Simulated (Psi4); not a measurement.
I3Sn (SMILES [I][Sn-]([I])[I]), charge -1, singlet, at a GFN2-xTB geometry (such geometries of metal compounds can be far from the true shape) (core potentials on I, Sn) (a gas-phase anion, which may not be bound at this level); BLYP/def2-SVPD (Psi4).

Psi4 was given this input:
```
memory 2 GB

molecule {
-1 1
Sn   -0.01199166   -0.00955401    0.94012760
I    -1.99356510   -1.58626723   -0.33726525
I    -0.37409393    2.52761379   -0.27480117
I     2.37897192   -0.93233334   -0.27484642
}

set {
  basis def2-svpd
}

energy('blyp')
print_variables()
```

What the program printed (banner, timings and long lists left out):

```
   => Loading Basis Set <=

    Name: DEF2-SVPD
    Role: ORBITAL
    Keyword: BASIS

    !!!  WARNING: ECP capability is in beta. Please check occupations closely.  !!!

         ---------------------------------------------------------
                                   SCF
               by Justin Turney, Rob Parrish, Andy Simmonett
                          and Daniel G. A. Smith
                              RKS Reference
         ---------------------------------------------------------

  ==> Geometry <==

    Molecular point group: c1
    Full point group: C1

    Geometry (in Angstrom), charge = -1, multiplicity = 1:

       Center              X                  Y                   Z               Mass
    ------------   -----------------  -----------------  -----------------  -----------------
         SN          -0.011987325129    -0.009550556434     0.939787691564   119.902201630000
         I           -1.993560765129    -1.586263776434    -0.337605158436   126.904471900000
         I           -0.374089595129     2.527617243566    -0.275141078436   126.904471900000
         I            2.378976254871    -0.932329886434    -0.275186328436   126.904471900000

  Running in c1 symmetry.

  Rotational constants: A =      0.01222  B =      0.01222  C =      0.00679 [cm^-1]
  Rotational constants: A =    366.26553  B =    366.26552  C =    203.69485 [MHz]
  Nuclear repulsion =  532.249251743070090

  Charge       = -1
  Multiplicity = 1
  Electrons    = 98
  Nalpha       = 49
  Nbeta        = 49

  ==> Algorithm <==

  SCF Algorithm Type is DF.
  DIIS enabled.
  MOM disabled.
  Fractional occupation disabled.
  Guess Type is SAD.
  Energy threshold   = 1.00e-06
  Density threshold  = 1.00e-06
  Integral threshold = 1.00e-12

  ==> Primary Basis <==

  Basis Set: DEF2-SVPD
    Blend: DEF2-SVPD
    Number of shells: 51
    Number of basis functions: 137
    Number of Cartesian functions: 149
    Spherical Harmonics?: true
    Max angular momentum: 2

  Core potential: DEF2-SVPD
    Number of shells: 16
    Number of ECP primitives: 105
    Number of ECP core electrons: 112
    Max angular momentum: 3

  ==> DFT Potential <==

   => LibXC <=

    Version 7.1.2
    S. Lehtola, C. Steigemann, M. J. T. Oliveira, and M. A. L. Marques,  SoftwareX 7, 1–5 (2018) (10.1016/j.softx.2017.11.002)

   => Composite Functional: BLYP <=

    BLYP GGA Exchange-Correlation Functional

    P.J. Stephens et. al., J. Phys. Chem., 98, 11623-11627, 1994
    B. Miehlich et. al., Chem. Phys. Lett., 157(3), 200-206 1989

    Deriv               =              1
    GGA                 =           TRUE
    Meta                =          FALSE

    Exchange Hybrid     =          FALSE
    MP2 Hybrid          =          FALSE

   => Exchange Functionals <=

    1.0000     XC_GGA_X_B88

   => Correlation Functionals <=

    1.0000     XC_GGA_C_LYP

   => LibXC Density Thresholds  <==

    XC_GGA_C_LYP:  1.00E-14
    XC_GGA_X_B88:  1.00E-15

   => Molecular Quadrature <=

    Radial Scheme          =       TREUTLER
    Pruning Scheme         =           NONE
    Nuclear Scheme         =       TREUTLER

    Blocking Scheme        =         OCTREE
    BS radius alpha        =              1
    Pruning alpha          =              1
    Radial Points          =             75
    Spherical Points       =            302
    Total Points           =          87073
    Total Blocks           =            790
    Max Points             =            256
    Max Functions          =            133
    Weights Tolerance      =       1.00E-15

   => Loading Basis Set <=

    Name: (DEF2-SVPD AUX)
    Role: JKFIT
    Keyword: DF_BASIS_SCF

  ==> Integral Setup <==

  SCF_SUBTYPE=INCORE selected. In-core MEM_DF algorithm will be used.
  Using in-core AOs.

  ==> MemDFJK: Density-Fitted J/K Matrices <==

    J tasked:                   Yes
    K tasked:                    No
    wK tasked:                   No
    Algorithm:                 Core
    Schwarz Cutoff:           1E-12
    Mask sparsity (%):       4.3583
    Fitting Condition:        1E-10

   => Auxiliary Basis Set <=

  Basis Set: (DEF2-SVPD AUX)
    Blend: DEF2-UNIVERSAL-JKFIT
    Number of shells: 184
    Number of basis functions: 872
    Number of Cartesian functions: 1236
    Spherical Harmonics?: true
    Max angular momentum: 5

  Minimum eigenvalue in the overlap matrix is 2.9806795230E-03.
  Reciprocal condition number of the overlap matrix is 4.6820845662E-04.
    Using symmetric orthogonalization.

  ==> Pre-Iterations <==

  SCF Guess: Superposition of Atomic Densities via on-the-fly atomic UHF (no occupation information).

   -------------------------
    Irrep   Nso     Nmo
   -------------------------
     A        137     137
   -------------------------
    Total     137     137
   -------------------------

  ==> Iterations <==

                           Total Energy        Delta E     RMS |[F,P]|

   @DF-RKS iter SAD: -1100.95789131449737   -1.10096e+03   0.00000e+00
   @DF-RKS iter   1: -1105.82250938579955   -4.86462e+00   1.13020e-02 ADIIS/DIIS
   @DF-RKS iter   2: -1101.32327399092287    4.49924e+00   1.97463e-02 ADIIS/DIIS
   @DF-RKS iter   3: -1107.36203451709912   -6.03876e+00   2.53984e-03 ADIIS/DIIS
   @DF-RKS iter   4: -1107.30083865938877    6.11959e-02   3.05926e-03 ADIIS/DIIS
   @DF-RKS iter   5: -1107.44312291222241   -1.42284e-01   9.00882e-04 ADIIS/DIIS
   @DF-RKS iter   6: -1107.45502808939887   -1.19052e-02   3.02672e-04 ADIIS/DIIS
   @DF-RKS iter   7: -1107.45632789286446   -1.29980e-03   5.87335e-05 DIIS
   @DF-RKS iter   8: -1107.45637213709870   -4.42442e-05   2.46397e-05 DIIS
   @DF-RKS iter   9: -1107.45638130743600   -9.17034e-06   7.70883e-06 DIIS
   @DF-RKS iter  10: -1107.45638226213282   -9.54697e-07   1.46002e-06 DIIS
   @DF-RKS iter  11: -1107.45638229409815   -3.19653e-08   2.79223e-07 DIIS
  Energy and wave function converged.

  ==> Post-Iterations <==

   Electrons on quadrature grid:
      Ntotal   =   98.0000482692 ; deviation = 4.827e-05

    Orbital Energies [Eh]
    ---------------------

    Doubly Occupied:

[...]
      49A     -0.060056

    Virtual:

[...]
     137A     56.253865

    Final Occupation by Irrep:
              A
    DOCC [    49 ]
    NA   [    49 ]
    NB   [    49 ]

  @DF-RKS Final Energy: -1107.45638229409815

   => Energetics <=

    Nuclear Repulsion Energy =            532.2492517430700900
    One-Electron Energy =               -3009.0579114830675280
    Two-Electron Energy =                1454.1011758327060761
    DFT Exchange-Correlation Energy =     -84.7488983868068431
    Empirical Dispersion Energy =           0.0000000000000000
    VV10 Nonlocal Energy =                  0.0000000000000000
    Total Energy =                      -1107.4563822940981481

Computation Completed

Properties will be evaluated at   0.000000,   0.000000,   0.000000 [a0]

Properties computed using the SCF density matrix

 Multipole Moments:

 ------------------------------------------------------------------------------------
     Multipole            Electronic (a.u.)      Nuclear  (a.u.)        Total (a.u.)
 ------------------------------------------------------------------------------------

 L = 1.  Multiply by 2.5417464519 to convert [e a0] to [Debye]
 Dipole X            :         -0.0457659            0.0367102           -0.0090557
 Dipole Y            :         -0.0363336            0.0292478           -0.0070858
 Dipole Z            :          3.5891402           -2.8780244            0.7111158
 Magnitude           :                                                    0.7112088

 ------------------------------------------------------------------------------------

  Variable Map:
  ----------------------------------------------------------------------------
[...]
  Array Variable Map:
  ----------------------------------------------------------------------------
[...]
[...]
```
